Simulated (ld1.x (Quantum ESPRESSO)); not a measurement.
**Reading a pseudo-wave (Dy (Z = 66))**

Columns: radius, all-electron u(r) and pseudo u(r) of the 5d shell (level -7.13 eV) of dysprosium in the configuration [Kr] 4d10 5s2 4f10 5p6 5d0 6s1 6p0; LDA (PZ), scalar-relativistic, TM scheme, ld1.x (Quantum ESPRESSO) 7.5.

```json
{"r (bohr)": "0.155", "all-electron": "0.1515", "pseudo": "0.0018"}
{"r (bohr)": "0.310", "all-electron": "-0.1199", "pseudo": "0.0138"}
{"r (bohr)": "0.465", "all-electron": "-0.2464", "pseudo": "0.0439"}
{"r (bohr)": "0.620", "all-electron": "-0.1561", "pseudo": "0.0958"}
{"r (bohr)": "0.775", "all-electron": "0.0145", "pseudo": "0.1684"}
{"r (bohr)": "0.930", "all-electron": "0.1853", "pseudo": "0.2554"}
{"r (bohr)": "1.085", "all-electron": "0.3277", "pseudo": "0.3478"}
{"r (bohr)": "1.240", "all-electron": "0.4360", "pseudo": "0.4355"}
{"r (bohr)": "1.395", "all-electron": "0.5135", "pseudo": "0.5101"}
{"r (bohr)": "1.550", "all-electron": "0.5658", "pseudo": "0.5666"}
{"r (bohr)": "1.705", "all-electron": "0.5981", "pseudo": "0.6037"}
{"r (bohr)": "1.860", "all-electron": "0.6152", "pseudo": "0.6229"}
{"r (bohr)": "2.015", "all-electron": "0.6207", "pseudo": "0.6279"}
{"r (bohr)": "2.170", "all-electron": "0.6174", "pseudo": "0.6226"}
{"r (bohr)": "2.325", "all-electron": "0.6077", "pseudo": "0.6106"}
{"r (bohr)": "2.480", "all-electron": "0.5933", "pseudo": "0.5945"}
{"r (bohr)": "2.635", "all-electron": "0.5754", "pseudo": "0.5757"}
{"r (bohr)": "2.790", "all-electron": "0.5551", "pseudo": "0.5551"}
{"r (bohr)": "2.945", "all-electron": "0.5332", "pseudo": "0.5332"}
{"r (bohr)": "3.100", "all-electron": "0.5102", "pseudo": "0.5102"}
{"r (bohr)": "3.255", "all-electron": "0.4867", "pseudo": "0.4867"}
{"r (bohr)": "3.410", "all-electron": "0.4629", "pseudo": "0.4629"}
{"r (bohr)": "3.565", "all-electron": "0.4391", "pseudo": "0.4391"}
{"r (bohr)": "3.720", "all-electron": "0.4155", "pseudo": "0.4155"}
{"r (bohr)": "3.875", "all-electron": "0.3924", "pseudo": "0.3924"}
{"r (bohr)": "4.030", "all-electron": "0.3697", "pseudo": "0.3697"}
```

Q: How many radial nodes do the two functions have?

A: The all-electron 5d function has n − l − 1 = 2; the pseudo-wave has 0, since the states of the same l below it are removed with the core.

Q: At about which radius was the pseudo-wave matched?

A: 3.00 bohr. The columns agree to 0.0005 from 2.63 bohr on; several derivatives are matched, so the curves merge somewhat inside the radius.

Q: Where does each function peak?

A: Outermost all-electron maximum near 2.02 bohr, pseudo maximum near 2.02 bohr (to the table’s step).

Q: Is the pseudo-wave norm-conserving?

A: Yes: the TM scheme keeps the norm inside the radius equal to the all-electron one, which fixes the energy derivative of the logarithmic derivative at the level.
